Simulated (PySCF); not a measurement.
A side-by-side comparison of computed properties.

First species: C6H12N2SSi.
InChI=1S/C6H12N2SSi/c1-8-10(5-7)4-3-6(10)9-2/h6,8H,3-4H2,1-2H3/t6-,10-/m1/s1

Second species: C5H12F2N2Si.
SMILES with atom numbers: `[F:1][CH2:2][CH2:3][C@@:4]1([CH2:5][F:6])[CH2:7][NH:8][SiH2:9][NH:10]1` (hydrogens: H11, H12 on C2; H13, H14 on C3; H15, H16 on C5; H17, H18 on C7; H19 on N8; H20, H21 on Si9; H22 on N10)

Levels: PBE0/pcSseg-1 for HOMO energy, LUMO energy and HOMO–LUMO gap. Geometries: GFN2-xTB. Each structure is a single optimised conformer of the isolated species, non-relativistic unless stated. Electronic properties by PySCF.

The conformers computed, where there is a choice (atom-mapped SMILES and torsion angles):
- `[CH3:1][NH:2][Si@@:3]1([C:4]#[N:5])[CH2:6][CH2:7][C@@H:8]1[S:9][CH3:10]`: C1–N2–Si3–C4 -41°, C7–C8–S9–C10 73°

The conformers of `FCC[C@@]1(CF)CN[SiH2]N1` aren't listed.

```
     property  column X  column Y
  HOMO energy  -6.67 eV  -6.31 eV
  LUMO energy   0.57 eV  -0.60 eV
HOMO–LUMO gap   7.24 eV   5.71 eV
```

Q: Which column belongs to which species?

A: Column X is the second species and column Y the first. The first has 22 atoms and 92 electrons, the second 22 and 88.

Q: How does each property change from the first species to the second?

A: HOMO energy -0.36 eV; LUMO energy +1.17 eV; HOMO–LUMO gap +1.53 eV.

